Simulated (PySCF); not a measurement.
## Relaxation of singlet SeO₂Cl₂

Computed with PySCF, PBE0, basis Se def2-TZVP, O def2-TZVP, Cl def2-TZVP (no relativity, density fitting). A (50,194) grid was used.

A hand-made see-saw (ligand arrangement 2) start, with no symmetry imposed:

```xyz
5
charge 0 multiplicity 1, angstrom
Se   -0.2121   -0.2682   -0.3920
O    -0.2121   -1.9020   -0.2491
O    -1.5044   -0.2682    0.6177
Cl   -0.2121    1.8736   -0.2046
Cl    1.4821   -0.2682    0.9317
```

Task: What forces act on the atoms at the start (eV/Å)?

Result: 
```tsv
atom	Fx	Fy	Fz
Se1	0.57	-1.78	2.26
O2	-0.50	-1.62	-1.87
O3	-0.82	0.54	0.05
Cl4	-0.40	2.46	-0.82
Cl5	1.16	0.39	0.39
```

Task: What does it relax to?

Result: It ends at C2v with Se–Cl 2.149 Å (×2), Se–O 1.584 Å (×2); Cl–Se–Cl 99.5°, Cl–Se–O 108.1° (×4), O–Se–O 122.6°. A frequency run shows a minimum.

Task: How much energy is released, and in how many steps?

Result: 380.0 kJ/mol in 13 steps.

The relaxation took about 16 core-minutes on a shared host.
